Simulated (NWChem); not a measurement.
System: ZrH4; SMILES [ZrH4]

def2 effective core potentials on Zr; no spin-orbit coupling.

Problem. Give the equilibrium geometry at PBE0/def2-SVP with def2 effective core potentials on Zr (NWChem) as an XYZ file, with the point group.

Solution. point group Td; any orientation.
```
5

Zr     0.0000     0.0000     0.0000
H      1.5056    -1.0486     0.1844
H     -1.4813    -1.0803    -0.1977
H      0.1788     1.0760    -1.4869
H     -0.2031     1.0530     1.5002
```
